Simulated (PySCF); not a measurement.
Dipole response of P²⁺ (phosphorus, charge +2)

[Ne] 3s2 3p1, 2P determinant. All numbers are calculated (PySCF 2.14, scalar relativity by spin-free X2C-1e, in aug-cc-pCVTZ-DK with one added diffuse shell each of s, p, d, f type (9s8p6d4f, 91 functions)). Coupled (time-dependent) response in atomic units; α is the mean over directions.

```
 method  mean α (bohr³)         α xx, yy, zz  C₆ (like pair)  S(−4)
    UHF           9.507  9.738, 9.045, 9.738           34.86  39.57
    PBE           9.151  9.311, 8.833, 9.311           32.95  35.75
   PBE0           9.215  9.407, 8.832, 9.407           33.30  36.33
LC-wPBE           9.220  9.429, 8.802, 9.429           33.23  36.82
   TPSS           9.298  9.503, 8.889, 9.503           34.03  36.75
```

S(−4) is the Cauchy moment in α(ω) = α(0) + S(−4) ω² + …

α(iu) at LC-wPBE:

```tsv
u (hartree)	α(iu) (bohr³)
0	9.220
0.0500	9.129
0.100	8.867
0.200	7.966
0.300	6.831
0.500	4.735
0.750	3.008
1.00	2.026
1.50	1.092
2.00	0.6951
3.00	0.3731
5.00	0.1791
```

For an ion, C₆ is the dispersion term alone; charge-induced terms of lower order in 1/R come first.

The components differ because the open shell of this determinant is not spherical; for a pure term their mean is the scalar polarisability.
